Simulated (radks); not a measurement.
Excited configurations of S15+: one electron is placed in a higher orbital outside the bare nucleus. The ground configuration is 1s1. Method: scalar-relativistic Kohn-Sham, PBE, spin-polarised, spherical densities, finite nucleus; open shells are filled with parallel spins first; Fermi nuclear charge, rms radius 3.2611 fm; computed with a radial shooting solver on a logarithmic mesh with Libxc functionals. Excitation = E - E(ground); binding = E(ion) - E, where the ion is the core of charge +16; n* = 16/sqrt(2 binding) in atomic units. These energies are relativistic, and a one-electron ion of charge +16 with no core already has n* below n in this formula (scalar-relativistic equation, point nucleus: 2s 1.996, 2p 1.998, 3s 2.995, 4d 3.999). The quantum defect is therefore taken as that value minus n*, so that it holds no relativistic shift of the bare ion.

outer orbital  excitation (eV)  binding (eV)     n*  quantum defect  eigenvalue (eV)  <r> (bohr)
2s                      2614.9        877.48  1.992           0.003          -854.39      0.3719
3s                      3101.7        390.72  2.986           0.009          -380.83      0.8363
4d                      3273.2        219.19  3.986           0.012          -212.82       1.305

Estimate the row for 2p.

Answer. excitation (eV) 2620.8; binding (eV) 871.55; n* 1.999; quantum defect -0.001; eigenvalue (eV) -842.88; <r> (bohr) 0.3119. The Delta-SCF ionisation energy is 3492.4 eV (NIST Atomic Spectra Database: 3494.2 eV, theoretical). Self-interaction in the functional shifts the binding energies and quantum defects, so they are the method's values and not measured ones.
